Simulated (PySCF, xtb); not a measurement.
C7H8O, SMILES COc1ccccc1. One conformer was computed; it need not be the lowest.

Harmonic wavenumbers (cm⁻¹) from GFN2-xTB (xtb) at its own minimum, in rising order: 95, 200, 246, 256, 380, 424, 483, 531, 589, 656, 757, 793, 861, 881, 921, 926, 979, 1064, 1082, 1115, 1123, 1159, 1179, 1194, 1249, 1284, 1332, 1403, 1441, 1473, 1474, 1487, 1589, 1605, 2927, 2942, 3026, 3075, 3081, 3094, 3101, 3106.

**Question.** What does r2SCAN-D4/def2-SVP in PySCF give at its own minimum? (An estimate is asked for; the answer gives what the named calculation found.)

**Answer.** 101, 216, 264, 286, 426, 450, 520, 559, 623, 710, 767, 806, 824, 893, 972, 995, 1005, 1045, 1089, 1098, 1162, 1166, 1179, 1200, 1300, 1322, 1411, 1458, 1464, 1476, 1489, 1531, 1640, 1665, 2996, 3079, 3160, 3175, 3183, 3199, 3206, 3215. Paired by order, the mean absolute difference is 45 cm⁻¹ and the zero-point energies are 80.9 and 83.4 kcal/mol.
